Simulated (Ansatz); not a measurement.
`F[Si]S` + `[SiH3]N[SiH3]` → `F[Si]N([SiH3])[SiH3]` + H₂S at 700 K and 1 bar (ligand exchange at the Si–S bond).

Calculated with Ansatz (gas phase, PBE0-D4/def2-TZVP geometries, no zero-point term in ΔE). CBS: MP2 limit from def2 TZ/QZ plus the TZ coupled-cluster correction, frozen cores. This one scheme is used for every species. Each species was taken in one conformer, which may not be the lowest.

```tsv
species	CCSD(T)/CBS energy (Eh)	H − E (kJ/mol)	S (J/(mol·K))
`F[Si]S`	-787.30018	71.7	339.1
`[SiH3]N[SiH3]`	-637.10515	245.6	444.2
`F[Si]N([SiH3])[SiH3]`	-1025.44155	247.6	510.4
H₂S	-398.97279	64.8	236.9
```

H − E and S are ideal-gas, rigid-rotor, harmonic terms from PBE0-D4/def2-TZVP, for one conformer and one mirror image of each species. 1 Eh = 2625.50 kJ/mol, R = 8.31446 J/(mol·K).

Task: By hand: ΔE, ΔH, ΔS and ΔG.

Result: ΔE = (-1025.44155) + (-398.97279) − (-787.30018) − (-637.10515) = -0.00901 Eh = -23.7 kJ/mol. Δ(H − E) = 247.6 + 64.8 − 71.7 − 245.6 = -4.9, so ΔH = -28.6 kJ/mol. ΔS = 510.4 + 236.9 − 339.1 − 444.2 = -36.0 J/(mol·K). ΔG = -28.6 − 700 × (-36.0)/1000 = -3.4 kJ/mol.

Task: By hand: the equilibrium constant, and the temperature at which ΔG would vanish if ΔH and ΔS stayed fixed.

Result: log₁₀ K = −ΔG/(RT ln 10) = 0.3. ΔG = 0 at ΔH/ΔS = 794 K.

TΔS isn't small against ΔH here. The sign of ΔG lies within the doubt. A doubt of 5 kJ/mol in ΔE shifts log₁₀ K by 0.4 here. Other conformers and mirror images would add mixing entropy, several J/(mol·K) or more a flexible species. Modes under 60 cm⁻¹, often nearly free rotors, make the harmonic entropy too high. These are equilibria of isolated gas molecules and say nothing of rates. Largest T1 diagnostic: 0.015 (customary marks: 0.02 for closed shells, 0.045 for open ones).
